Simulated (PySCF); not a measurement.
**BCl₃, singlet: data card**

These are results of B3LYP/[B def2-TZVP, Cl def2-TZVP], no relativity, density fitting, PySCF, not measurements.

The structure is a minimum.

Z-matrix (Å, degrees; charge 0 multiplicity 1):
```
B
Cl 1 1.7465
Cl 1 1.7465 2 120.00
Cl 1 1.7465 2 120.00 3 180.00
```

```
Point group                                                                   : D3h
Bond lengths                                                                  : B–Cl 1.746 Å (×3)
Bond angles                                                                   : Cl–B–Cl 120.0° (×3)
Entropy at 298.15 K and 1 bar                                                 : 289.6 J/(mol K)
Principal quadrupole moments (Buckingham, traceless) about the centre of mass : -0.49, -0.49, 0.97 D Å
Rotational symmetry number                                                    : 6
Heat capacity Cp at 298.15 K                                                  : 62.9 J/(mol K)
Rotational constants                                                          : 0.1054, 0.1054, 0.05268 cm⁻¹
Zero-point energy                                                             : 19.8 kJ/mol
Dipole moment                                                                 : 0.00 D
Lowest empty level                                                            : -1.90 eV
Atomisation energy without zero-point energy                                  : 1316 kJ/mol
Enthalpy at 298.15 K above 0 K                                                : 14.03 kJ/mol
Highest occupied level                                                        : -8.81 eV
Principal polarisabilities                                                    : 34.0, 56.6, 56.6 bohr³
```

Harmonic modes (masses in u: B 11.009, Cl 34.969):
| symmetry | ω (cm⁻¹) | IR (km/mol, summed over degenerate members) | μ (u) |
| --- | --- | --- | --- |
| e' | 253 | 1.2 | 31.18 |
| a2'' | 454 | 4.8 | 11.78 |
| a1' | 468 | 0.0 | 34.97 |
| e' | 937 | 690 | 12.28 |

In D3h the vibrations span 2e' + a2'' + a1'. The a1' mode carries no infrared intensity, as symmetry demands.

Charges (e):
| atom | Mulliken | Löwdin | polar tensor | Mayer order to B1 |
| --- | --- | --- | --- | --- |
| B1 | 0.28 | -1.78 | 1.30 | – |
| Cl2,3,4 | -0.09 | 0.59 | -0.43 | 1.31 |

Mulliken populations on B1: s 2.81, p 1.64, d 0.24, f 0.03.

Outer orbital energies (eV). occupied: -12.54, -12.54, -11.28, -9.71, -9.71, -9.56, -9.56, -8.81; empty: -1.90, 0.61, 1.33, 2.35.

Counting electrons, boron keeps none of its valence electrons outside its bonds, so the VSEPR class is AX3 and the expected shape is trigonal planar (D3h), as computed.

The final relaxation and frequency run took 24 s on 4 threads of a shared Arm Neoverse V1 host, with 142 basis functions and 7 gradients; the process peaked at 1.5 GiB.
